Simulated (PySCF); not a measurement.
Compound: CF3SO2Cl.
Bonds: O1–S2 (double), S2–O3 (double), S2–Cl4, S2–C5, C5–F6, C5–F7, C5–F8.

The same species was optimised twice, with GFN2-xTB and with PBE0-D3(BJ)/def2-SVP (PySCF), and the same property calculations (PySCF, gas phase) were run on both structures.

```tsv
coordinate	GFN2-xTB	PBE0-D3(BJ)/def2-SVP	change
S2–Cl4 (Å)	2.005	2.067	+0.062
O1=S2 (Å)	1.417	1.441	+0.024
S2=O3 (Å)	1.417	1.440	+0.023
C5–F7 (Å)	1.319	1.312	-0.007
C5–F8 (Å)	1.319	1.312	-0.007
C5–F6 (Å)	1.318	1.315	-0.003
S2–C5 (Å)	1.874	1.875	+0.001
O1–S2–O3 (°)	120.8	123.7	+2.9
Cl4–S2–C5 (°)	100.1	98.0	-2.1
S2–C5–F6 (°)	107.7	106.8	-0.9
O3–S2–C5 (°)	107.8	107.1	-0.7
O1–S2–Cl4 (°)	109.2	108.5	-0.7
F7–C5–F8 (°)	109.9	110.5	+0.6
O3–S2–Cl4 (°)	109.1	108.8	-0.3
F6–C5–F7 (°)	110.1	110.3	+0.2
O1–S2–C5–F6 (°)	-66	-70	-4
```

Rotational constants: A = 2108, B = 1335, C = 1168 MHz (GFN2-xTB) against A = 2045, B = 1338, C = 1166 MHz (PBE0-D3(BJ)/def2-SVP).

On the GFN2-xTB structure: HOMO (eV) -9.89 [PBE0/pcSseg-1]; LUMO (eV) -2.08 [PBE0/pcSseg-1]; dipole (D) 1.88 [PBE0/pcSseg-1]; GIAO shielding of O1/O3 (mean) (ppm) 50.6 [PBE0/pcSseg-1]; GIAO shielding of S2 (ppm) 182.9 [PBE0/pcSseg-1]; GIAO shielding of Cl4 (ppm) 389.4 [PBE0/pcSseg-1]; GIAO shielding of C5 (ppm) 57.6 [PBE0/pcSseg-1]; GIAO shielding of F6/F7/F8 (mean) (ppm) 261.2 [PBE0/pcSseg-1].

What do these properties become on the PBE0-D3(BJ)/def2-SVP structure?

```json
{"property": "HOMO (eV)", "level": "PBE0/pcSseg-1", "on GFN2-xTB": "-9.89", "on PBE0-D3(BJ)/def2-SVP": "-9.90", "change": "-0.01"}
{"property": "LUMO (eV)", "level": "PBE0/pcSseg-1", "on GFN2-xTB": "-2.08", "on PBE0-D3(BJ)/def2-SVP": "-2.54", "change": "-0.46"}
{"property": "dipole (D)", "level": "PBE0/pcSseg-1", "on GFN2-xTB": "1.88", "on PBE0-D3(BJ)/def2-SVP": "1.77", "change": "-0.11"}
{"property": "energy, GFN2-xTB geometry as zero (kcal/mol)", "level": "PBE0/pcSseg-1", "on GFN2-xTB": "0.0", "on PBE0-D3(BJ)/def2-SVP": "-2.3", "change": "-2.3"}
{"property": "GIAO shielding of O1/O3 (mean) (ppm)", "level": "PBE0/pcSseg-1", "on GFN2-xTB": "50.6", "on PBE0-D3(BJ)/def2-SVP": "21.6", "change": "-29.0"}
{"property": "GIAO shielding of S2 (ppm)", "level": "PBE0/pcSseg-1", "on GFN2-xTB": "182.9", "on PBE0-D3(BJ)/def2-SVP": "151.9", "change": "-31.0"}
{"property": "GIAO shielding of Cl4 (ppm)", "level": "PBE0/pcSseg-1", "on GFN2-xTB": "389.4", "on PBE0-D3(BJ)/def2-SVP": "307.2", "change": "-82.2"}
{"property": "GIAO shielding of C5 (ppm)", "level": "PBE0/pcSseg-1", "on GFN2-xTB": "57.6", "on PBE0-D3(BJ)/def2-SVP": "58.4", "change": "+0.8"}
{"property": "GIAO shielding of F6/F7/F8 (mean) (ppm)", "level": "PBE0/pcSseg-1", "on GFN2-xTB": "261.2", "on PBE0-D3(BJ)/def2-SVP": "262.1", "change": "+0.9"}
```

The heavy atoms differ by 0.040 Å rms after alignment. Among bonds between heavy atoms S2–Cl4 changes most (+0.062 Å). Changes are differences of the printed values. Neither structure is proved a minimum here.

The values belong to the conformer `[O:1]=[S:2](=[O:3])([Cl:4])[C:5]([F:6])([F:7])[F:8]`: O1–S2–C5–F6 -70°.
